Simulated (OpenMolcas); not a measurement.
Pt4+ among 6 point charges of -1.7 e arranged as a tetragonal octahedron (D4h), 2.01 Å from the ion, with the axial distance 2.372 Å.
```
   2.0100    0.0000    0.0000  -1.70
   0.0000    2.0100    0.0000  -1.70
  -2.0100    0.0000    0.0000  -1.70
   0.0000   -2.0100    0.0000  -1.70
   0.0000    0.0000    2.3718  -1.70
   0.0000    0.0000   -2.3718  -1.70
```

```json
{"Program": "OpenMolcas 26.06", "Method": "SS-CASPT2, IPEA 0.25 Eh, imaginary shift 0.1 Eh (closed shells correlated: 5s 5p)", "Basis": "ANO-RCC-VDZP [7s6p4d2f]", "Scalar Hamiltonian": "DKH2, point nucleus", "Active space": "6 electrons in 5 orbitals (5d)", "State averaging": "2S+1 = 5 even, 5 roots; 2S+1 = 3 even, 45 roots; 2S+1 = 1 even, 50 roots", "Spin-orbit coupling": "RASSI with atomic mean-field integrals over the reference wave functions"}
```

Question: What is the spin-free ground state (labels of D4, the rotations of D4h)?

Answer: 5E, 2-fold in its orbital part, 100 % from free-ion D terms; it has the highest spin that d6 allows.

Question: Where is the first state of the same spin?

Answer: 5B2 at 3830 cm-1 above the ground state.

Question: What are the lowest two levels with spin-orbit coupling?

Answer: A 1-fold level B1, then a 1-fold level A1 150 cm-1 above it. Their leading multiplicities are 5 (70 %) and 5 (71 %).

Question: What is χT at 300 K?

Answer: 3.87 cm3 K/mol.

Spin-orbit coupling mixes the spin-free states strongly: the lowest level takes only 60 % from its leading state, 5E. An orbital doublet at a regular site is open to a Jahn-Teller distortion, which this geometry leaves out. This shell can be high or low spin here, a state of another spin lies low, and with metal d orbitals alone active their balance is uncertain, so the ground spin may be wrong. Point charges give a weaker field than real ligands, and real ions of this kind are as a rule low spin; the high spin found here belongs to the model. Free-ion shares, where given, are those of the reference states; single-state CASPT2 does not remix them. Point charges carry no covalency, so the field is a model and not that of real ligands. No measured value stands beside these numbers.
